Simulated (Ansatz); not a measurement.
Geometry optimisation, RKS B3LYP/6-31G* in Ansatz 0.2.0.

Input file:

```yaml
crystal:
  periodic: [false, false, false]
  atoms:
    - { symbol: Al, position_ang: [-0.058388, -0.231262, 0.038276] }
    - { symbol: O, position_ang: [-0.18744, -0.184115, 1.795057] }
    - { symbol: Si, position_ang: [-1.319811, -0.495598, 2.961438] }
    - { symbol: H, position_ang: [-2.436901, -1.32675, 2.432703] }
    - { symbol: H, position_ang: [-0.699881, -1.21372, 4.105233] }
    - { symbol: H, position_ang: [-1.890187, 0.784453, 3.47537] }
    - { symbol: H, position_ang: [1.400431, -0.308831, -0.564907] }
    - { symbol: H, position_ang: [-1.413751, -0.342846, -0.773473] }
    - { symbol: F, position_ang: [0.124677, 2.49599, 0.937643] }
    - { symbol: H, position_ang: [0.22675, 1.981878, 1.709359] }
basis:
  gaussian: { orbitals: "6-31G*" }
hamiltonian:
  xc: b3lyp
relax:
  f_tol: 0.03
  max_steps: 50
output:
  orbitals: {}
```

Launched with:

```bash
$ ansatz run input.yaml --threads 1 --pin off --max-ram 2048MiB --backend cpu --events-out ev --progress --plain --runs-dir out
```

**Question.** Where does it end, and by what steps?

**Answer.** It converged. The force dipped under the threshold on the way, but the program's further checks kept it going. After 26 steps the energy has fallen by 1.181 eV; F9 moved furthest, 1.20 Å. Parted: F9–H10 (0.93 → 2.19 Å). Joined: Al1–F9 (2.88 → 1.69 Å), O2–H10 (2.21 → 0.98 Å).

```
step  energy less start (eV)  largest force component (eV/Å)  accepted
   0                  0.0000                           0.653       yes
   1                 -0.1497                           0.432       yes
   2                 -0.2870                           0.557       yes
   3                 -0.4319                           0.548       yes
   4                 -0.4645                           0.660       yes
   5                 -0.4941                           0.321       yes
   6                 -0.5293                           0.318       yes
   7                 -0.5526                           0.222       yes
   8                 -0.6029                           1.768       yes
   9                 -0.7398                           1.446       yes
  10                 -0.5674                           6.256        no
  11                 -0.8951                           1.045       yes
  12                 -1.0244                           0.686       yes
  13                 -1.1236                           0.445       yes
  14                 -1.1504                           0.631       yes
  15                 -1.1559                           0.355       yes
  16                 -1.1643                           0.216       yes
  17                 -1.1685                           0.249       yes
  18                 -1.1719                           0.168       yes
  19                 -1.1735                           0.070       yes
  20                 -1.1739                           0.067       yes
  21                 -1.1757                           0.093       yes
  22                 -1.1772                           0.056       yes
  23                 -1.1790                           0.022       yes
  24                 -1.1799                           0.057       yes
  25                 -1.1804                           0.064       yes
  26                 -1.1809                           0.022       yes
```

```xyz
10
Properties=species:S:1:pos:R:3
Al -0.007 0.375 -0.060
O -0.770 0.611 1.791
Si -1.282 -0.443 3.041
H -1.892 -1.583 2.331
H -0.118 -0.854 3.859
H -2.267 0.283 3.875
H 0.866 -0.951 0.095
H -1.258 0.435 -1.039
F 0.806 1.837 0.194
H -0.332 1.450 2.029
```

Whether the end is a true minimum wasn't checked by a vibrational analysis.

Time of the run: 100 s on 1 thread of Arm Neoverse V2, on a shared host, peak memory 0.15 GiB.
